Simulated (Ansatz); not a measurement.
Input for Ansatz (a program for electronic structure): U-wB97X-V/def2-TZVPP on MgSi+, 2S+1 = 2, a spin state set in the input, which need not be the lowest, a point of a bond scan (R = 2.713 Å). Charge +1.

Ansatz 0.2 input:
```yaml
crystal:
  periodic: [false, false, false]
  atoms:
    - {symbol: Mg, position_ang: [0.00000000, 0.00000000, 0.00000000]}
    - {symbol: Si, position_ang: [0.00000000, 0.00000000, 2.71302400]}
basis:
  gaussian:
    orbitals: def2-TZVPP
    pivot_positions_ang: [[0.00000000, 0.00000000, 0.00000000], [0.00000000, 0.00000000, 2.71302400]]
hamiltonian:
  xc: {name: wB97X-V}
total_charge: 1
magnetization: {spin_polarized: true, initial_magnetization: 1}
output: {forces: true, orbitals: {seedname: ./end}}
```

The head of its log:

```
WARN ansatz: RAYON_NUM_THREADS=1 ignored (pool sized by the plan → 1); use --threads N
Functional definition: wB97X-V
integrals: 0.03 GiB planned
579 factors; their error is unknown
integrals: 0.06 GiB planned
153 factors; integrals over basis functions are off by at most 1.5e-5 eV
mean field: 0.35 GiB planned
mean field evaluation 1: about -13309.4502 eV, gradient 8.3e0 eV
mean field evaluation 2: about -13309.8586 eV, gradient 4.2e0 eV
```

Problem. Predict the final total energy.

Solution. -489.1317 hartree.
